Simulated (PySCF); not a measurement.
A calculated (UHF, PySCF 2.14, x2c-TZVPPall with one added diffuse shell each of s, p, d, f type, scalar relativity by spin-free X2C-1e) atom or ion has these occupied shells.

```
shell  electrons  orbital energy (eV)  rms radius, mean of both spins (bohr)
 1s α          1             -81170.1                                 0.0190
 1s β          1             -81170.0                                 0.0190
 2s α          1             -14476.3                                 0.0768
 2s β          1             -14476.1                                 0.0768
 2p α          3             -12566.5                                 0.0705
 2p β          3             -12566.3                                 0.0705
 3s α          1              -3489.5                                  0.196
 3s β          1              -3489.4                                  0.196
 3p α          3              -2924.1                                  0.198
 3p β          3              -2924.0                                  0.198
 3d α          5              -2292.3                                  0.182
 3d β          5              -2292.2                                  0.182
 4s α          1              -798.33                                  0.432
 4s β          1              -798.03                                  0.432
 4p α          3              -608.91                                  0.460
 4p β          3              -608.68                                  0.460
 4d α          5              -371.75                                  0.492
 4d β          5              -371.45                                  0.492
 5s α          1              -133.40                                  0.997
 5s β          1              -131.69                                  0.997
 4f α          7              -108.76                                  0.545
 4f β          7              -108.56                                  0.545
 5p α          3              -80.545                                   1.15
 5p β          3              -78.434                                   1.15
 5d α          5              -17.528                                   1.66
 5d β          4              -16.177                                   1.66
 6s α          1              -11.578                                   3.03
 6p α          1               -5.255                                   4.25
```

Name the element and its charge.

Au (gold, neutral), in [Xe] 4f14 5d9 6s1 6p1, one real determinant (an excited configuration).
